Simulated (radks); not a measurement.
Q: These are the eigenvalues of the occupied orbitals of an atom or ion with whole-number occupations (hartree). Method: Dirac Kohn-Sham, PBE, spin-unpolarised, spherical densities, finite nucleus; Fermi nuclear charge, rms radius of each element as measured or else 0.836 A^(1/3) + 0.57 fm; computed with a radial shooting solver on a logarithmic mesh with Libxc functionals.

orbital  eigenvalue
1s1/2     -376.5889
2s1/2     -47.11427
2p1/2     -41.79276
2p3/2     -40.77632
3s1/2      -6.18896
3p1/2      -4.46898
3p3/2      -4.33585
3d3/2      -1.45649
3d5/2      -1.43936
4s1/2      -0.95794

Which element is it, and in what charge state? The configuration may be excited. Open shells, if any, fill j = l - 1/2 first.

A: Z = 31, gallium, charge +2: Ga2+ in [Ar] 3d10 4s1. The list shows which subshells hold electrons but not how many an open one holds; the 1s level, -376.59 hartree, gives Z - s = 27.4 by -(Z - s)^2/2, which with screening and relativity narrows Z to a few neighbours, and the depths of the outer levels then fix element, charge and occupations together.
